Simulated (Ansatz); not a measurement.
Cost and result for the atomization energy of C₂H₅NOSi (10 atoms, 9 bonds).

```xyz
10

Si   -0.6651   -0.0346    1.3856
N     0.0333    0.7971    0.0045
C     0.4190    0.1768   -1.1121
C     0.3957   -1.0792   -1.6991
O     0.8679    0.6735   -2.1744
H    -0.2052   -1.4377    1.3029
H    -0.1553    0.6386    2.6029
H    -2.1448    0.0406    1.3582
H     0.0890    1.8059   -0.0501
H     1.3656   -1.5811   -1.6184
```

Total charge 0; spin multiplicity 1. The bonds changed during the relaxation, so this is another structure than the one it started from. Geometry: relaxed with PBE0-D4/def2-TZVP. It is one conformer, not always the lowest. Program: Ansatz. All runs use 4 threads of an Arm Neoverse N1 on a shared host. Times are those of one run each, without the atoms' runs, and a repeat can differ threefold. Electronic energies, without spin–orbit coupling; frozen cores. CCSD(T)/CBS adds CCSD(T) − MP2 in def2-TZVPP to the MP2 limit, and its time is that of the two runs behind it. T1 = 0.024; the RHF reference is unstable towards UHF. B3LYP takes the VWN-RPA correlation (the form of Gaussian; ORCA's B3LYP/G).

CCSD(T)/CBS is a level of theory with its own doubt, some kJ/mol a heavy atom from the limit and from the frozen cores, so smaller differences don't rank the functionals.

| level | functions | wall time |
| --- | --- | --- |
| PBE-D4/def2-TZVPP (with forces) | 236 | 3.6 s |
| PBE0-D4/def2-TZVPP | 236 | 4 s |
| B3LYP-D4/def2-TZVPP (with forces) | 236 | 6.5 s |
| r2SCAN-D4/def2-TZVPP (with forces) | 236 | 7 s |
| B2PLYP/def2-TZVPP | 236 | 8.5 s |
| ωB97X-V/def2-TZVPP | 236 | 11 s |
| ωB97M-V/def2-TZVPP (with forces) | 236 | 17 s |
| MP2/def2-QZVPP | 448 | 34 s |
| CCSD(T)/def2-TZVPP | 236 | 3.2 min |
| CCSD(T)/CBS(def2) | – | 3.7 min |

(1) What atomization energy does each give, and how far from CCSD(T)/CBS? (Best estimate.)

Results:

(1) Ansatz gave: 
| level | atomization (kcal/mol) | difference from CCSD(T)/CBS | per bond |
| --- | --- | --- | --- |
| PBE-D4/def2-TZVPP (with forces) | 900.2 | 33.1 | 3.7 |
| PBE0-D4/def2-TZVPP | 871.0 | 3.9 | 0.4 |
| B3LYP-D4/def2-TZVPP (with forces) | 872.7 | 5.6 | 0.6 |
| r2SCAN-D4/def2-TZVPP (with forces) | 873.0 | 5.9 | 0.7 |
| B2PLYP/def2-TZVPP | 861.2 | -5.9 | -0.7 |
| ωB97X-V/def2-TZVPP | 873.1 | 6.0 | 0.7 |
| ωB97M-V/def2-TZVPP (with forces) | 872.7 | 5.6 | 0.6 |
| MP2/def2-QZVPP | 872.2 | 5.1 | 0.6 |
| CCSD(T)/def2-TZVPP | 839.4 | -27.7 | -3.1 |
| CCSD(T)/CBS(def2) | 867.1 | 0.0 | 0.0 |

From PBE to PBE0 (25 % exact exchange), in def2-TZVPP and without D4, the atomization energy moves by −28.4 kcal/mol: exact exchange takes away binding that semilocal exchange gives to molecules. The D4 term adds +7.7 kcal/mol with B3LYP and +4.0 kcal/mol with PBE0; it sums over pairs of atoms, weighted by their polarisabilities, and B3LYP, whose exchange is more repulsive, gets the larger term. In def2-TZVPP, CCSD(T) changes the Hartree–Fock value by +257.2 kcal/mol (the triples alone add +19.5 kcal/mol) and MP2 by +273.4 kcal/mol; breaking electron pairs costs correlation energy, which Hartree–Fock lacks.
